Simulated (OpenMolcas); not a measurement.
An atom or ion with 48 electrons was computed by SS-CASPT2, IPEA 0.25 Eh, imaginary shift 0.1 Eh with spin-orbit coupling (OpenMolcas, ANO-RCC-VQZP, DKH2). The lowest levels that the run gave, each within 12 % of the measured value where one is at hand:

```csv
J,Parity,E (cm⁻¹),g
0,even,0.0,
0,odd,53220,
1,odd,54600,1.498
2,odd,57820,1.501
1,odd,77890,1.003
0,even,127980,
1,even,129440,1.501
2,even,129740,1.193
2,even,134030,1.309
```

Which ion is it, and what are the configurations and terms?

Sn2+ (Z = 50, charge +2; active space 2 electrons in 8 orbitals (5s 5p 6s 6p)). J, parity and g give the terms where levels are pure, and mixed ones are named by the computed weights; the size of the splittings, set against known spectra of the 48-electron sequence, gives the charge. In order, with the measured energies in cm⁻¹ (Moore, Atomic Energy Levels, vol. III, NSRDS-NBS 35 (1971 reprint of NBS Circular 467, 1958)): 5s² ¹S₀, 5s 5p ³P°₀ (53548), 5s 5p ³P°₁ (55196), 5s 5p ³P°₂ (59229), 5s 5p ¹P°₁ (79911), 5p² ³P₀ (127308), 5p² ³P₁ (130120), 5p² ¹D₂ [62 %] (128205), 5p² ³P₂ [62 %] (134567).

CASPT2 does not keep the components of a term degenerate, so their means are used; among the terms shown or strongly mixed into the levels shown the widest spread is 380 cm-1 (5p² ¹D). Over all roots computed the reference weight is 0.86 to 0.94; the roots of lowest weight are the least certain, and an intruder state may touch them. Some levels mix across a computed gap that differs much from the measured one, so their mixing is not that of the real levels. The run also gave levels led by 5s 6s, which use shells meant for correlation; these and all levels above them are left out. The ¹D term of p² mixes with s d, which this space lacks. Computed and measured levels are paired by configuration, term and J; levels that our copy of the source lacks, or whose pairing is in doubt (as where it misses far off the trend of its configuration), stay unpaired and out of the deviations. Only configurations of the active space appear.

A share in square brackets marks a mixed level and gives the weight of the term that names it. ° marks odd parity.
